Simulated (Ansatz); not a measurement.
`CC1=C(F)[SiH2]1` → `FC1C=C[SiH2]1`  (isomerisation)

Calculated with Ansatz (gas phase, PBE0-D4/def2-TZVP geometries, no zero-point term in ΔE). CBS: MP2 limit from def2 TZ/QZ plus the TZ coupled-cluster correction, frozen cores. DFT in def2-TZVPP. B3LYP here is the variant with VWN-RPA as its local correlation; programs differ in this.

```csv
level,ΔE (kcal/mol),difference from CCSD(T)/CBS
r2SCAN-D4,-10.6,3.6
PBE0-D4,-11.7,2.5
B3LYP-D4,-12.1,2.1
PBE,-9.8,4.4
r2SCAN,-10.5,3.7
CCSD/def2-TZVPP,-14.2,0.0
CCSD(T)/def2-TZVPP,-13.8,0.4
MP2/def2-QZVPP,-12.9,1.3
HF/CBS(def2),-15.2,-1.0
CCSD/CBS(def2),-14.7,-0.5
CCSD(T)/CBS,-14.2,0
```

Largest T1 diagnostic among the species: 0.013.

In def2-TZVPP, CCSD(T) changes the Hartree–Fock value by +1.5 kcal/mol (the triples alone add +0.4 kcal/mol) and MP2 by +2.6 kcal/mol. From PBE to PBE0 (25 % exact exchange), in def2-TZVPP and without D4, ΔE moves by −1.6 kcal/mol.
